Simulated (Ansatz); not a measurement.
La₃⁺. Total charge 1; singlet. Geometry PBE-D4/def2-TZVP.

```xyz
3

La   -1.295   -0.985    1.191
La    0.466    1.960    0.082
La    0.829   -0.975   -1.274
```

In the def2 sets La takes a core potential; there is no spin–orbit coupling. B3LYP takes the VWN-RPA correlation. The restricted singlet is unstable towards broken spin symmetry in Hartree–Fock (as tested in another run); at PBE-D4/def2-TZVP, r2SCAN-D4/def2-TZVP, B3LYP-D4/def2-TZVP, PBE0-D4/def2-QZVPP and others this wasn't settled. At PBE-D4/def2-TZVP an occupied level lies above an empty one. At PBE0-D4/def2-TZVP a triplet of charge 1 lies 0.67 eV below the restricted singlet, each at its own geometry. The structure comes from a short search, and lower isomers may exist.

(1) Estimate the orbital energies around the gap (eV) in Ansatz with PBE-D4/def2-TZVP, r2SCAN-D4/def2-TZVP, B3LYP-D4/def2-TZVP, PBE0-D4/def2-QZVPP, CAM-B3LYP-D4/def2-TZVP.

Answers

(1) 
```tsv
orbital	PBE-D4/def2-TZVP	r2SCAN-D4/def2-TZVP	B3LYP-D4/def2-TZVP	PBE0-D4/def2-QZVPP	CAM-B3LYP-D4/def2-TZVP
HOMO−9	-25.10	-25.72	-26.61	-26.83	-28.45
HOMO−8	-25.04	-25.67	-26.60	-26.80	-28.37
HOMO−7	-24.71	-25.34	-26.22	-26.41	-28.04
HOMO−6	-24.65	-25.30	-26.19	-26.39	-27.99
HOMO−5	-24.06	-24.68	-25.62	-25.81	-27.46
HOMO−4	-23.85	-24.53	-25.46	-25.65	-27.32
HOMO−3	-7.32	-7.26	-7.75	-7.80	-8.69
HOMO−2	-6.95	-6.97	-7.37	-7.43	-8.23
HOMO−1	-6.91	-6.88	-7.34	-7.38	-8.23
HOMO	-6.46	-6.40	-6.88	-6.94	-7.77
LUMO	-6.48	-6.20	-5.86	-5.66	-4.67
LUMO+1	-6.24	-6.00	-5.60	-5.34	-4.25
LUMO+2	-6.19	-5.95	-5.58	-5.29	-4.25
LUMO+3	-6.10	-5.82	-5.45	-5.18	-4.10
LUMO+4	-5.58	-5.23	-5.13	-4.84	-4.05
LUMO+5	-5.29	-4.96	-4.88	-4.61	-3.88
```
